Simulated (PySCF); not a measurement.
## C6H8NO: g tensor and hyperfine couplings

C6H8NO (doublet state).
Z-matrix (Å and degrees, GFN2-xTB geometry), rows numbered from 1:
```
O 
C   1  1.2051
N   2  1.3485  1  125.34
C   3  1.4230  2  122.31  1    -2.54
C   4  1.5040  3  120.17  2   155.55
C   5  1.4940  4   60.30  3   109.13
C   6  1.4199  4  139.19  5   133.88
C   7  1.4797  6   62.37  4   129.07
H   2  1.1058  1  122.95  3   179.14
H   3  1.0082  2  120.41  1  -177.63
H   4  1.0832  3  110.81  2     8.99
H   5  1.0797  4  118.34  6   108.41
H   5  1.0812  4  117.88  6  -107.53
H   7  1.0665  6  135.89  8  -126.67
H   8  1.0855  6  119.33  7   108.70
H   8  1.0833  6  118.09  7  -107.44
```

The hyperfine couplings belong to this conformer and change with its torsions.

The species is `O=CN[C@H]1C[C@@]12[CH]C2` [radical].

Computed, not measured: UKS B3LYP, pcH-1 on C H N O, non-relativistic, mean-field spin-orbit, GIAO (PySCF 2.14.0). One conformer (not necessarily the lowest) at the GFN2-xTB geometry, without solvent, vibrations or thermal averaging. Couplings are sensitive to structure, and on GFN2-xTB geometries they can be far from those on DFT ones. No stability test was run, so a lower SCF solution isn't excluded.

- g1, g2, g3: 2.00226, 2.00281, 2.00311
- g_iso: 2.00273
- Form of g: rhombic: the two nearest values differ by 35 % of g3 − g1
- ⟨S²⟩: 0.7538 (exact 0.7500)
- α and β electrons: 30, 29
- HOMO–LUMO gap, α and β orbitals: 6.31, 4.62 eV
- Basis functions: 280

Hyperfine couplings atom by atom, in MHz; T1 to T3 are the principal values of the dipolar part; ρ(0) is the spin density at the nucleus:

```
atom  isotope  a_iso     T1     T2     T3  Mulliken spin population  ρ(0) (bohr⁻³)
  O1      17O   -0.4   -0.9    0.4    0.6                      0.00         0.0006
  C2      13C    0.5   -0.4    0.1    0.3                      0.00         0.0004
  N3      14N   -0.9   -0.2   -0.1    0.3                      0.00        -0.0027
  C4      13C   22.8   -7.1   -6.8   13.9                      0.06         0.0203
  C5      13C   40.1   -7.3   -7.1   14.4                      0.06         0.0357
  C6      13C  -30.2   -6.9    0.1    6.8                     -0.06        -0.0269
  C7      13C  233.1  -74.6  -70.0  144.6                      0.94         0.2073
  C8      13C  -18.8   -4.1    0.5    3.6                     -0.04        -0.0167
  H9       1H   -0.4   -0.7   -0.5    1.2                      0.00        -0.0001
 H10       1H    0.4   -1.8   -1.5    3.3                      0.00         0.0001
 H11       1H   13.6   -4.2   -0.4    4.6                      0.00         0.0031
 H12       1H   -1.6   -3.9   -1.5    5.4                      0.00        -0.0004
 H13       1H   -0.1   -4.8   -0.7    5.5                      0.00         0.0000
 H14       1H  -17.5  -33.4   -2.8   36.2                     -0.02        -0.0039
 H15       1H   49.0   -4.8   -2.2    7.0                      0.02         0.0110
 H16       1H   72.8   -5.7   -3.9    9.6                      0.03         0.0163
```

The Mulliken spin populations are largest on C7 (+0.94), C5 (+0.06) and C4 (+0.06). C7 is the only atom above +0.15. The angles at C7 add up to 332.8°, so it is pyramidal.

Under fast tumbling the dipolar parts average out, and these isotropic splittings remain: 1 × 1H (H16, I = 1/2, 2 lines) with 2.60 mT, 1 × 1H (H15, I = 1/2, 2 lines) with 1.75 mT, 1 × 1H (H14, I = 1/2, 2 lines) with 0.62 mT, 1 × 1H (H11, I = 1/2, 2 lines) with 0.49 mT, 1 × 1H (H12, I = 1/2, 2 lines) with 0.06 mT and 1 × 14N (N3, I = 1, 3 lines) with 0.03 mT.

The 13C coupling of C7 (233.1 MHz) shows only in satellite lines or after enrichment, since that isotope makes up about 1.07 % of natural carbon.

Examples of negative spin density at the nucleus (bohr⁻³): C6 (-0.0269), C8 (-0.0167) and H14 (-0.0039).
